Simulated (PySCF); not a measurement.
Mo(NMe2)F5, C₂H₆F₅MoN (singlet state).
Bonds: Mo1–N2, Mo1–F11, Mo1–F12, Mo1–F13, Mo1–F14, Mo1–F15, N2–C3, N2–C4. Hydrogens: H5, H6, H7 on C3; H8, H9, H10 on C4.

Method: PySCF 2.14.0, PBE0-D3(BJ)/def2-SVP geometry optimisation, gas phase, def2 core potentials past Kr; density fitting, grid level 1; the optimiser is geomeTRIC in internal coordinates, started from a GFN2-xTB structure with every atom displaced at random (about 0.03 Å).

Step 2: E = -19076.5017 eV
```
atom  x, y, z in Å  |  force x, y, z in eV/Å
Mo1     0.0150   -0.0216   -1.5299   -0.616   0.292  -0.043
N2     -0.0334   -0.0101    0.3997    0.195  -0.075  -0.331
C3      0.8152    0.8904    1.1513    0.081   0.033   0.015
C4     -0.8078   -0.9099    1.2013   -0.696  -0.010   0.265
H5      0.2137    1.5256    1.8251   -0.047  -0.070  -0.027
H6      1.4134    1.5346    0.4972   -0.152   0.012  -0.085
H7      1.5272    0.3079    1.7601   -0.075  -0.093   0.090
H8     -1.4641   -1.5439    0.5917    0.208  -0.097  -0.110
H9     -0.1703   -1.5369    1.8489    0.112  -0.016  -0.147
H10    -1.4834   -0.3475    1.8735    0.118   0.121   0.003
F11     0.0007   -0.0093   -3.3958    0.604  -0.054   0.262
F12     1.8573    0.0761   -1.3803   -0.112  -0.069  -0.516
F13    -1.8228    0.0092   -1.7310    0.095  -0.108   0.533
F14    -0.0023    1.8250   -1.5071    0.161  -0.177  -0.073
F15    -0.0914   -1.8659   -1.5608    0.123   0.311   0.163
```

Step 3: E = -19076.6024 eV
```
atom  x, y, z in Å  |  force x, y, z in eV/Å
Mo1     0.0222   -0.0101   -1.5264    0.066   0.214  -0.047
N2     -0.0099    0.0177    0.3879    0.371   0.000   0.082
C3      0.8056    0.8889    1.2037   -0.118   0.129  -0.122
C4     -0.8095   -0.8938    1.1546   -0.274  -0.173   0.108
H5      0.1630    1.4940    1.8715    0.068  -0.062  -0.072
H6      1.4152    1.5565    0.5899    0.009   0.118  -0.116
H7      1.4833    0.2826    1.8211    0.056  -0.090   0.130
H8     -1.4338   -1.5177    0.5072    0.075  -0.114  -0.023
H9     -0.1624   -1.5301    1.7862   -0.041  -0.017  -0.092
H10    -1.4837   -0.3368    1.8207   -0.053   0.148   0.132
F11    -0.0217   -0.0756   -3.3796    0.112  -0.127  -0.080
F12     1.8667    0.0522   -1.5808   -0.131  -0.002   0.073
F13    -1.8103    0.0201   -1.5629   -0.385  -0.147   0.009
F14     0.0160    1.8230   -1.5963    0.193   0.174   0.121
F15    -0.0733   -1.8470   -1.4527    0.052  -0.050  -0.102
```

Step 4: E = -19076.5894 eV
```
atom  x, y, z in Å  |  force x, y, z in eV/Å
Mo1     0.0248   -0.0170   -1.5125   -0.342   0.077  -0.093
N2     -0.0238   -0.0090    0.3972    0.314  -0.283   0.004
C3      0.8063    0.8953    1.1567    0.004   0.010   0.081
C4     -0.8391   -0.8998    1.1817   -0.037   0.035   0.093
H5      0.1734    1.5207    1.8098    0.014   0.003   0.017
H6      1.3871    1.5456    0.4917   -0.022  -0.020   0.073
H7      1.5017    0.3165    1.7907   -0.027   0.024   0.001
H8     -1.4572   -1.5374    0.5401    0.007  -0.018  -0.020
H9     -0.1914   -1.5359    1.8099   -0.037  -0.026   0.014
H10    -1.5004   -0.3150    1.8471    0.037  -0.020  -0.028
F11     0.0352   -0.0470   -3.3660   -0.120   0.185  -0.143
F12     1.8609    0.0743   -1.5829    0.111  -0.197   0.188
F13    -1.8230   -0.0332   -1.5414    0.055   0.086  -0.115
F14     0.0780    1.8182   -1.4220   -0.119   0.235  -0.328
F15    -0.0652   -1.8523   -1.5560    0.162  -0.090   0.256
```

Step 5: E = -19076.6298 eV
```
atom  x, y, z in Å  |  force x, y, z in eV/Å
Mo1     0.0151   -0.0032   -1.5155   -0.308   0.169  -0.082
N2     -0.0198   -0.0077    0.3976    0.090  -0.017  -0.045
C3      0.8118    0.8884    1.1662    0.015  -0.012   0.034
C4     -0.8327   -0.9068    1.1783   -0.046   0.061   0.065
H5      0.1804    1.5057    1.8278    0.008   0.011   0.020
H6      1.3911    1.5475    0.5084   -0.015  -0.011   0.046
H7      1.5088    0.3026    1.7928   -0.027   0.033  -0.014
H8     -1.4533   -1.5390    0.5332    0.016   0.001  -0.007
H9     -0.1841   -1.5496    1.7981   -0.012  -0.018   0.014
H10    -1.4909   -0.3273    1.8520    0.048  -0.030  -0.042
F11     0.0251   -0.0467   -3.3709    0.005  -0.023  -0.041
F12     1.8536    0.0790   -1.5405    0.072  -0.158   0.049
F13    -1.8337   -0.0163   -1.5773    0.147   0.062   0.031
F14     0.0650    1.8377   -1.5218   -0.108   0.003  -0.004
F15    -0.0691   -1.8404   -1.4843    0.117  -0.072  -0.024
```

**Question.** Estimate the geometry and energy of step 6. (The exact step hangs on the optimiser's Hessian estimate; all steps are aligned on step 5, rigid shifts and turns removed.)

**Answer.** E = -19076.6099 eV, largest force 0.373 eV/Å
```
atom  x, y, z in Å  |  force x, y, z in eV/Å
Mo1     0.0118   -0.0043   -1.5264   -0.049  -0.009   0.092
N2     -0.0073    0.0038    0.3926    0.070  -0.047  -0.014
C3      0.8136    0.8929    1.1838   -0.073  -0.018  -0.072
C4     -0.8229   -0.8966    1.1713   -0.004  -0.009  -0.037
H5      0.1744    1.5006    1.8484    0.008  -0.011  -0.017
H6      1.4011    1.5627    0.5473    0.011   0.028  -0.035
H7      1.5026    0.3021    1.8104    0.022  -0.018   0.020
H8     -1.4426   -1.5264    0.5236    0.002  -0.028  -0.002
H9     -0.1808   -1.5426    1.7958   -0.005  -0.004  -0.019
H10    -1.4812   -0.3176    1.8398   -0.028   0.026   0.025
F11     0.0116   -0.0530   -3.3851    0.051   0.053   0.090
F12     1.8569   -0.0073   -1.5491   -0.104   0.270  -0.011
F13    -1.8286    0.0196   -1.5800   -0.071  -0.282   0.027
F14    -0.0130    1.8377   -1.5259    0.361  -0.063  -0.066
F15    -0.0283   -1.8477   -1.5025   -0.191   0.111   0.020
```

The energy changes by +0.0199 eV. The first-order estimate −F·Δx gives -0.0367 eV and the mean of the old and new forces, exact on a quadratic surface, +0.0200 eV. The step makes an angle of 61° with the force vector and moves no atom by more than 0.087 Å. The energy falls at the start of this step and ends higher, so the step passed the lowest point of its straight line.

The cost below is that of the whole optimisation. The run took 7.7 min on an Arm Neoverse N1 with one thread, on a shared host, and the process peaked at 0.74 GiB of memory.
